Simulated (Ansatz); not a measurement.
Job for Ansatz (a first-principles code): R-B2PLYP/def2-TZVPP on CH4BFO (SMILES COBF).

Ansatz 0.2 input:
```yaml
crystal:
  periodic: [false, false, false]
  atoms:
    - {symbol: C, position_ang: [-1.06172045, 0.12294319, 0.17450762]}
    - {symbol: O, position_ang: [0.17403782, -0.53215449, 0.47223421]}
    - {symbol: B, position_ang: [1.32767392, -0.25656047, -0.15193272]}
    - {symbol: F, position_ang: [1.39272181, 0.67159627, -1.11509191]}
    - {symbol: H, position_ang: [-0.94521153, 0.86517932, -0.61444407]}
    - {symbol: H, position_ang: [-1.78278425, -0.63257897, -0.13579011]}
    - {symbol: H, position_ang: [-1.41981777, 0.60599191, 1.08305403]}
    - {symbol: H, position_ang: [2.31510046, -0.84441675, 0.15142529]}
basis:
  gaussian:
    orbitals: def2-TZVPP
hamiltonian:
  xc: {name: B2PLYP}
magnetization: {spin_polarized: false}
correlation: {electrons: outside_noble_gas}
scf: {lower_state_search: off}
```

Task: Predict the final total energy.

Result: -240.4652 hartree.
